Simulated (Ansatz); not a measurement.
CH3Al2Cl (`[Cl][Al]1[CH2][AlH]1`), relaxed with RKS PBE0-D4/def2-TZVP in Ansatz from a PBE-D4/def2-SVP geometry. The force threshold is 0.005 eV/Å; the program also tests the step.

Total charge 0; spin multiplicity 1.

Start:

```xyz
7

Cl   -1.272   -2.873    1.213
Al   -0.107   -1.273    0.430
C    -0.508    0.632    0.038
Al    1.308    0.383   -0.699
H    -1.359    1.292   -0.224
H    -0.239    0.809    1.129
H     2.177    1.030   -1.886
```

Question: By how much does the energy fall, and how many steps does the optimiser take? (Estimate.)

Answer: The calculation gave: 2.69 kJ/mol, in 8 steps.

Question: Which bonds change most? (Best estimate.)

Answer: The calculation gave: Al2–C3 from 1.986 to 1.954 Å; Cl1–Al2 from 2.128 to 2.103 Å; Al2–Al4 from 2.453 to 2.429 Å; C3–H5 from 1.109 to 1.091 Å.

Question: Give the relaxed structure. (An estimate is asked.)

Answer: Ansatz gave: 
```xyz
7

Cl   -1.257   -2.870    1.192
Al   -0.133   -1.260    0.440
C    -0.520    0.614    0.043
Al    1.263    0.348   -0.730
H    -1.368    1.254   -0.201
H    -0.171    0.872    1.080
H     2.186    1.041   -1.824
```
